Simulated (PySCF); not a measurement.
# Ionisation energy of V²⁺ by level of theory

V²⁺ [Ar] 3d3 (4F) → V³⁺ [Ar] 3d2 (3F), as a difference of total energies. All numbers are calculated (PySCF 2.14, the non-relativistic Hamiltonian (point nucleus), in def2-QZVPPD). Correlated levels: valence and next inner shell: [Ne] frozen. The calculations carry no spin-orbit coupling.

| method | ionisation energy (eV) | difference from reference (eV) |
| --- | --- | --- |
| UHF | 28.356 | -0.955 |
| MP2 (valence and next inner shell) | 29.377 | +0.066 |
| SCS-MP2 (valence and next inner shell) | 29.097 | -0.214 |
| CCSD (valence and next inner shell) | 29.247 | -0.064 |
| CCSD(T) (valence and next inner shell) | 29.276 | -0.035 |

Reference: 29.311 eV (measured; NIST Atomic Spectra Database, ionization energies).

These non-relativistic numbers lack the scalar-relativistic shift.

The reference lies between the lowest fine-structure levels, while these numbers refer to the centres of the terms.

Errors of the correlated levels include the incompleteness of this basis and the frozen core.
